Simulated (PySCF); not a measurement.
A structure optimised at PBE-D3(BJ)/def2-SVP, used in a PySCF frequency run:

```
C
H 1 1.1111
H 1 1.1132 2 106.98
O 1 1.4406 2 108.71 3 118.68
Si 4 1.6732 1 116.51 2 137.03
F 5 1.6288 4 110.87 1 102.42
O 5 1.6728 6 109.40 4 113.37
Si 7 1.7017 5 113.03 6 -111.07
H 5 1.4821 6 107.11 7 124.21
H 8 1.5008 7 110.86 5 119.56
H 8 1.5019 10 109.74 7 -121.74
```
Charge 0, spin multiplicity 1.

Question: Write its SMILES and formula.

Answer: F[Si@H]1OC[SiH2]O1, CH5FO2Si2

Question: What are its rotational constants (standard atomic weights)?

Answer: 4.1650, 1.9572, 1.5639 GHz
